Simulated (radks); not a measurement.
Problem. Ionisation of the rubidium ion Rb3+, [Ar] 3d10 4s2 4p4, to [Ar] 3d10 4s2 4p3 as the strength of local exchange is varied. Method: scalar-relativistic Kohn-Sham, Slater X-alpha exchange (alpha = 2/3 is LDA exchange), no correlation, spin-polarised, spherical densities, finite nucleus; open shells are filled with parallel spins first (spin-orbit coupling, left out, can overturn this in heavy ions); Fermi nuclear charge, rms radius 4.2036 fm; computed with a radial shooting solver on a logarithmic mesh with Libxc functionals.

alpha  E(Rb3+) (hartree)  exchange (hartree)  IE (eV)  -e of the level emptied (eV)  <r> of it (bohr)
0.607        -2963.47834           -84.25703   49.235                   42.996 (4p)             1.596
0.667        -2971.82795           -92.82482   50.192                   43.975 (4p)             1.583
0.73         -2980.61825          -101.86723   51.209                   45.017 (4p)             1.570
0.766        -2985.65194          -107.05557   51.795                   45.617 (4p)             1.562
0.926        -3008.11775          -130.30178   54.443                   48.339 (4p)             1.529
0.961        -3013.05256          -135.42755   55.032                   48.945 (4p)             1.522
0.985        -3016.44066          -138.95079   55.438                   49.363 (4p)             1.517
?            -2999.81566          -121.69424   53.458                   47.326 (4p)             1.541

Which alpha was used in the last row?

Solution. alpha = 0.867. NIST Atomic Spectra Database: 52.2 +/- 0.25 eV (semi-empirical). The Delta-SCF value meets it near alpha = 0.79. Open shells are spherical and high-spin; term and fine-structure splittings are not resolved.
